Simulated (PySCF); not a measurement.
C₃H₆N₂Si, SMILES N(/[SiH3])=C\CC#N. Coordinates come from a TPSSh-D3(BJ)/def2-SVP optimisation. The structure was generated by enumeration; whether it is a known compound was not checked. Other conformers were not sampled.

### Question
Give the equilibrium geometry at TPSSh-D3(BJ)/def2-SVP (PySCF confirms it by a frequency run) as Cartesian coordinates in Å. (Estimate from the structure and the level; the computed values follow.)

### Answer
This is not unique; one that fits is 
```xyz
12

N     -3.3384     0.9067    -0.6862
C     -2.5154     0.4115    -0.0317
C     -1.4510    -0.2097     0.7569
C     -0.1466    -0.3392    -0.0200
N      0.9627    -0.0582     0.5199
Si     2.5450    -0.2030    -0.2451
H     -1.2620     0.3664     1.6747
H     -1.7857    -1.2202     1.0548
H     -0.2637    -0.7108    -1.0611
H      3.1765     1.1400    -0.2243
H      2.4623    -0.7018    -1.6519
H      3.3494    -1.1460     0.5724
```
